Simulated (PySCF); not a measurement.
Job for PySCF: R-MP2/6-31G* on H2O (SMILES O) with ghost functions.

```python
from pyscf import gto, scf, dft, mp
from pyscf.data.elements import chemcore

mol = gto.M(
    atom='''
    O    -0.05164859   -0.78769725    3.15028251
    H     0.53352863   -0.14097364    3.55819322
    H    -0.66421569   -0.26450620    2.61763781
    ghost-C   -1.51545864    1.37846351    0.75122853
    ghost-C   -0.56332081    0.70776336    0.43583967
    ghost-Si    0.87950428   -0.31372284   -0.05537086
    ghost-H   -2.35654803    1.97344578    1.01763644
    ghost-H    0.53573615   -1.74234411    0.06396102
    ghost-H    1.20314508    0.01137719   -1.46203965
    ghost-H    2.02923032    0.02806532    0.80506116
    ''',
    basis='6-31g*',
    cart=True,
    charge=0, spin=0, verbose=3, max_memory=1800)
mf = scf.RHF(mol)
mf.conv_tol = 1e-8
mf.max_cycle = 100
mf.kernel()
if not mf.converged:
    mf = mf.newton().run(mf.mo_coeff, mf.mo_occ)
pt = mp.MP2(mf, frozen=chemcore(mol)).run()
```

Program output:

```
converged SCF energy = -76.0129609553463
E(RMP2) = -76.2016616279596  E_corr = -0.18870067261328
E(SCS-RMP2) = -76.1974613825877  E_corr = -0.184500427241404
```

The calculation finished and met its thresholds.

Cost: very roughly 1.6 core-seconds.
